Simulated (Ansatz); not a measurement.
Z-matrix (Å, degrees):
```
C
C 1 1.3260
H 2 1.0824 1 136.15
C 1 1.4827 2 138.65 3 0.05
H 4 1.0925 1 110.40 2 -120.97
H 4 1.0927 5 106.68 1 119.96
H 4 1.0928 5 108.70 6 117.04
Si 2 1.8196 3 154.69 1 -179.16
H 8 1.4855 2 119.85 3 76.46
Si 8 2.3349 9 113.85 2 155.27
H 10 1.4829 8 109.00 9 177.51
H 10 1.4846 11 108.77 8 -121.63
H 10 1.4849 11 108.77 12 -117.08
```
Charge 0, multiplicity 1.

The numbers are results of frozen-core CCSD(T)/cc-pVTZ // B3LYP-D3(BJ)/def2-TZVP (Ansatz, a first-principles code), not measurements.

The HF energy is -696.11984 Ha and the MP2 correlation energy comes out as -0.73444 Ha.

Task: Estimate the CCSD correlation energy, the (T) correction, the total energy and the T1 diagnostic.

Result: 
The CCSD correlation energy comes out as -0.79201 Ha. The (T) correction is -0.03622 Ha, the CCSD(T) total energy is -696.94807 Ha and the T1 diagnostic is 0.013.
